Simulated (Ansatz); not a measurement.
Gas-phase reaction (SMILES): N[Si](Br)(Br)Br -> N[Si](Br)Br + Br atom; the Br-Si bond at the site shown breaks (other sites are not compared here).

Structures are relaxed separately at B3LYP-D3(BJ)/def2-TZVP in Ansatz (an electronic-structure program), one conformer each, not searched for the lowest. Valence correlation only, unless marked. UHF or UKS for open shells. No spin-orbit coupling. The frozen core is the preceding noble-gas configuration, with the filled d and f shells of earlier blocks. No relativistic terms. CBS(X,Y): correlation extrapolated as X^-3; Hartree-Fock from the larger set. [CCSD(T)-MP2]/basis is that difference in the basis named. Thermal terms are rigid-rotor harmonic-oscillator values from B3LYP-D3(BJ) frequencies (Ansatz) at 298.15 K and 1 atm. 1 Eh = 627.5095 kcal/mol. Atoms have translation alone.

| species | E, RI-MP2/CBS(def2-TZVPP,def2-QZVPP)+[CCSD(T)-MP2]/def2-TZVPP (Ansatz) (Eh) | E, PBE0-D4/def2-TZVPD (Ansatz + dftd4) (Eh) | H - E (Eh) |
|---|---|---|---|
| N[Si](Br)(Br)Br | -8063.21307 | -8067.07447 | 0.03882 |
| N[Si](Br)Br | -5490.42709 | -5493.11358 | 0.03535 |
| Br atom | -2572.63295 | -2573.81224 | 0.00236 |

**Question.** Work out ΔE and ΔH at 298.15 K at the first level, then ΔH at the second.

**Answer.** 
1. ΔE = [(-5490.42709) + (-2572.63295)] - [(-8063.21307)] = 0.15303 Eh = 96.0 kcal/mol at RI-MP2/CBS(def2-TZVPP,def2-QZVPP)+[CCSD(T)-MP2]/def2-TZVPP.
2. The terms H - E add up to -0.00111 Eh, so ΔH = (0.15303 + (-0.00111))×627.5095 = 95.3 kcal/mol.
3. At PBE0-D4/def2-TZVPD the same steps give ΔE = 93.3 and ΔH = 92.6 kcal/mol, a shift of -2.7 from the first level.
4. These values are not checked against measurement here, since the tables used lack a sound gas-phase enthalpy of formation for at least one species.
